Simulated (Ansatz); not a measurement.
Consider the formal exchange of groups at a C–Te bond: `C#C[TeH]` + `[F][GeH]([F])[F]` → `C#[C][Ge]([F])([F])[F]` + H₂Te.

Calculated with Ansatz (gas phase, PBE0-D4/def2-TZVP geometries, no zero-point term in ΔE). CBS: MP2 limit from def2 TZ/QZ plus the TZ coupled-cluster correction, frozen cores. DFT in def2-TZVPP. Elements past krypton have def2 core potentials. For Ge, Te outer-core shells are correlated without core-valence functions, which leaves a few kJ/mol of doubt a bond. Scalar relativity is left out up to krypton.

(1) Is it downhill or uphill in electronic energy at CCSD(T)/CBS, and by how much? (An estimate is asked.)

(2) What do these levels give: r2SCANh-D4, BHLYP-D4, CAM-B3LYP-D4, PBE-QIDH, CCSD(T)/def2-SVP, MP2/CBS(def2)? (An estimate is asked.)

Largest T1 diagnostic among the species: 0.013.

Results:

(1) Computed: Downhill: ΔE = -35.8 kJ/mol.

(2) The calculation gave: r2SCANh-D4 -37.6, BHLYP-D4 -39.2, CAM-B3LYP-D4 -36.8, PBE-QIDH -37.8, CCSD(T)/def2-SVP -52.0, MP2/CBS(def2) -30.3 kJ/mol.

At CCSD(T), def2-SVP lies −16.2 kJ/mol from the extrapolated value and def2-TZVPP −6.5 kJ/mol. Leaving LDA and LC-ωPBE aside and taking each functional with its dispersion term where it has one, the values, not all of them listed here, spread over 10.4 kJ/mol, from r2SCAN0-D4 to PBE-D4. From BLYP to BHLYP (50 % exact exchange), in def2-TZVPP and without D4, ΔE moves by −10.2 kJ/mol.
